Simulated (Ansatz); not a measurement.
The same path of CH₂BrClO₂Si (8 atoms, charge 0, multiplicity 1) was run 3 times with different band settings. The coordinate that changes most is the dihedral O1–C2–Si4–Br6.

These are results of RKS BLYP/def2-SVP (Ansatz), not measurements.

Relaxed end points:

```xyz
8
Properties=species:S:1:pos:R:3
O 0.426 -1.525 1.163
C 0.563 -0.578 0.408
O 1.765 -0.032 0.081
Si -0.968 0.306 -0.394
Cl -0.619 0.763 -2.398
Br -1.391 2.165 0.805
H 2.453 -0.545 0.572
H -2.136 -0.610 -0.293
```

```xyz
8
Properties=species:S:1:pos:R:3
O 1.886 -0.328 -0.390
C 0.802 -0.383 0.154
O 0.584 -0.987 1.361
Si -0.850 0.401 -0.517
Cl -0.686 0.535 -2.584
Br -1.048 2.440 0.417
H 1.457 -1.332 1.672
H -2.055 -0.404 -0.169
```

Common settings: spring 5.0 eV/Å²; start path IDPP; force threshold 0.03 eV/Å; iteration limit 60; end points relaxed.

| run | movable images | climbing image | optimiser |
| --- | --- | --- | --- |
| 1 | 5 | yes | quadratic models (default) |
| 2 | 5 | from the first iteration | lbfgs |
| 3 | 8 | no | quadratic models (default) |

Task: What does each run give, and how far can it be trusted?

Result: Run 1: converged after 7 iterations, highest image 0.039 eV above the first end. A vibrational analysis at the climbing image gives no mode beyond 40i cm⁻¹: the surface is too flat there to confirm a saddle point.
Run 2: converged after 28 iterations, highest image 0.039 eV above the first end. Another band between the same ends (5 images) ends at a top of the same energy, where a vibrational analysis finds no clearly imaginary modes.
Run 3: converged after 6 iterations, highest image 0.039 eV above the first end. No image climbed, so the highest image needn't sit at the top of the path.
